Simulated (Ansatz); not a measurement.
The multiplicity is imposed and other spin states were not computed.

Method: Ansatz (a first-principles code) with PBE-D3(BJ)/def2-SVP. No frequencies were computed at this level.

Ansatz 0.2 input:
```yaml
crystal:
  periodic: [false, false, false]
  atoms:
    - { symbol: Ti, position_ang: [-0.000001, 0.000001, 0.000001] }
    - { symbol: F, position_ang: [-0.470127, 1.591969, 0.326582] }
    - { symbol: F, position_ang: [-1.250348, -0.802532, -0.809079] }
    - { symbol: F, position_ang: [1.385421, 0.009028, -0.970854] }
    - { symbol: F, position_ang: [0.33505, -0.798463, 1.453352] }
basis:
  gaussian: { orbitals: def2-svp }
hamiltonian:
  xc: pbe
  dispersion: d3bj
relax:
  max_steps: 150
```

Output:

```
Functional definition: PBE
972 factors; their error is unknown
mean field evaluation 1: about -33957.0295 eV, gradient 6.6e1 eV
mean field evaluation 2: about -33800.5881 eV, gradient 3.4e2 eV
mean field evaluation 4: about -33963.0259 eV, gradient 1.4e1 eV
mean field evaluation 8: about -33963.4065 eV, gradient 2.1e-1 eV
mean field evaluation 16: about -33963.3633 eV, gradient 9.3e-5 eV
mean field -33963.36328060 eV, -1248.1305793677 hartree, gradient 1.1e-5 eV, S^2 0.000000; 0 other end points of the search recorded, 0 dependent functions left out
reference -33963.36338060 eV, -1248.1305830424 hartree; 29, 29 occupied and 58, 58 virtual orbitals, 972 factors
relax step   1: F+E_penalty+E_count = -33963.43056564 eV  Δ(F+E_penalty+E_count) = +0.000e0 eV  max|allowed force component| = 2.019e0 eV/Å  Δτ_max = 0.0000 Å  (28 SCF iters, accepted)
these checks for a lower state are left out or cut short: starts, cluster_reference, orbital_swaps, neighbouring_geometries, increment
972 factors; their error is unknown
mean field -33963.55133313 eV, -1248.1374901706 hartree, gradient 7.2e-6 eV, S^2 0.000000; 0 other end points of the search recorded, 0 dependent functions left out
reference -33963.55143143 eV, -1248.1374937831 hartree; 29, 29 occupied and 58, 58 virtual orbitals, 972 factors
relax step   2: F+E_penalty+E_count = -33963.61794035 eV  Δ(F+E_penalty+E_count) = -1.874e-1 eV  max|allowed force component| = 6.731e-1 eV/Å  Δτ_max = 0.0332 Å  (26 SCF iters, accepted)
these checks for a lower state are left out or cut short: starts, cluster_reference, orbital_swaps, neighbouring_geometries, increment
972 factors; their error is unknown
mean field evaluation 32: about -33963.5786 eV, gradient 7.7e-5 eV
mean field -33963.57856644 eV, -1248.1384909764 hartree, gradient 7.5e-5 eV, S^2 0.000000; 0 other end points of the search recorded, 0 dependent functions left out
reference -33963.57866393 eV, -1248.1384945590 hartree; 29, 29 occupied and 58, 58 virtual orbitals, 972 factors
relax step   3: F+E_penalty+E_count = -33963.64480072 eV  Δ(F+E_penalty+E_count) = -2.686e-2 eV  max|allowed force component| = 5.216e-2 eV/Å  Δτ_max = 0.0177 Å  (24 SCF iters, accepted)
these checks for a lower state are left out or cut short: starts, cluster_reference, orbital_swaps, neighbouring_geometries, increment
972 factors; their error is unknown
mean field -33963.57877363 eV, -1248.1384985905 hartree, gradient 4.3e-5 eV, S^2 0.000000; 0 other end points of the search recorded, 0 dependent functions left out
reference -33963.57887105 eV, -1248.1385021706 hartree; 29, 29 occupied and 58, 58 virtual orbitals, 972 factors
relax step   4: F+E_penalty+E_count = -33963.64497433 eV  Δ(F+E_penalty+E_count) = -1.736e-4 eV  max|allowed force component| = 1.514e-4 eV/Å  Δτ_max = 0.0016 Å  (19 SCF iters, accepted)
972 factors; their error is unknown
mean field -33963.57877363 eV, -1248.1384985905 hartree, gradient 4.3e-5 eV, S^2 0.000000; 1 other end points of the search recorded, 0 dependent functions left out
reference -33963.57887105 eV, -1248.1385021706 hartree; 29, 29 occupied and 58, 58 virtual orbitals, 972 factors
Total energy: -33963.64507175 eV, -1248.1409350012 hartree
Atom 0 at    -0.000001     0.000001     0.000001 Å, force    -0.000000     0.000000    -0.000000 eV/Å
Atom 1 at    -0.484716     1.641369     0.336715 Å, force     0.000045    -0.000151    -0.000031 eV/Å
Atom 2 at    -1.289149    -0.827434    -0.834185 Å, force     0.000119     0.000076     0.000077 eV/Å
Atom 3 at     1.428413     0.009308    -1.000980 Å, force    -0.000132    -0.000001     0.000092 eV/Å
Atom 4 at     0.345448    -0.823241     1.498451 Å, force    -0.000032     0.000076    -0.000138 eV/Å
Dipole moment:     0.000000    -0.000000     0.000000 e Å
```

Cost: about 6 core-seconds (a rough figure).
